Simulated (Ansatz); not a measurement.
# A geometry optimisation of C4H12Si with PBE-D3(BJ)/def2-SVP

The starting geometry of this gas-phase singlet was optimised with GFN2-xTB; its bonds are those of `CC[SiH](C)C`.

```json
{"atom": "C", "x (Å)": "1.6351", "y (Å)": "-0.4911", "z (Å)": "-0.8540"}
{"atom": "C", "x (Å)": "0.2079", "y (Å)": "0.0261", "z (Å)": "-0.7037"}
{"atom": "C", "x (Å)": "-0.5376", "y (Å)": "-2.0013", "z (Å)": "1.5609"}
{"atom": "C", "x (Å)": "0.5453", "y (Å)": "0.8129", "z (Å)": "2.3076"}
{"atom": "Si", "x (Å)": "-0.5080", "y (Å)": "-0.1653", "z (Å)": "1.0593"}
{"atom": "H", "x (Å)": "2.3100", "y (Å)": "0.0408", "z (Å)": "-0.1870"}
{"atom": "H", "x (Å)": "1.6872", "y (Å)": "-1.5518", "z (Å)": "-0.6180"}
{"atom": "H", "x (Å)": "1.9925", "y (Å)": "-0.3548", "z (Å)": "-1.8740"}
{"atom": "H", "x (Å)": "0.1831", "y (Å)": "1.0783", "z (Å)": "-0.9918"}
{"atom": "H", "x (Å)": "-0.4328", "y (Å)": "-0.4987", "z (Å)": "-1.4142"}
{"atom": "H", "x (Å)": "-1.8841", "y (Å)": "0.3670", "z (Å)": "1.0550"}
{"atom": "H", "x (Å)": "-1.1167", "y (Å)": "-2.5944", "z (Å)": "0.8593"}
{"atom": "H", "x (Å)": "0.4633", "y (Å)": "-2.4224", "z (Å)": "1.5992"}
{"atom": "H", "x (Å)": "-0.9821", "y (Å)": "-2.1304", "z (Å)": "2.5431"}
{"atom": "H", "x (Å)": "1.5611", "y (Å)": "0.4315", "z (Å)": "2.3620"}
{"atom": "H", "x (Å)": "0.1221", "y (Å)": "0.7528", "z (Å)": "3.3057"}
{"atom": "H", "x (Å)": "0.6030", "y (Å)": "1.8638", "z (Å)": "2.0392"}
```

Problem. Where would you expect an optimisation with PBE-D3(BJ)/def2-SVP to take it?

Solution. It keeps its bonds, and is `CC[SiH](C)C`.

The energy falls by 0.12 eV over 5 steps:

| step | E − E(last) (eV) |
| --- | --- |
| 1 | 0.119 |
| 2 | 0.009 |
| 3 | 0.000 |
| 4 | 0.000 |
| 5 | 0.000 |

Final geometry (Å):

```xyz
17

C     1.6520   -0.4929   -0.8629
C     0.2151    0.0201   -0.6937
C    -0.5476   -1.9970    1.5602
C     0.5379    0.8146    2.3055
Si   -0.4966   -0.1703    1.0610
H     2.3603    0.0399   -0.1946
H     1.7333   -1.5741   -0.6251
H     2.0224   -0.3600   -1.9007
H     0.1522    1.0962   -0.9692
H    -0.4698   -0.5057   -1.3953
H    -1.9064    0.3747    1.0588
H    -1.1542   -2.5908    0.8461
H     0.4728   -2.4322    1.5841
H    -0.9914   -2.1232    2.5689
H     1.5806    0.4369    2.3442
H     0.1136    0.7375    3.3273
H     0.5751    1.8894    2.0339
```

No frequencies were run, so the end isn't proven a minimum. Run with Ansatz 0.2.0, 8.7 s on 2 threads of Intel(R) Xeon(R) Platinum 8375C CPU @ 2.90GHz (Ice Lake), with other jobs on the host.
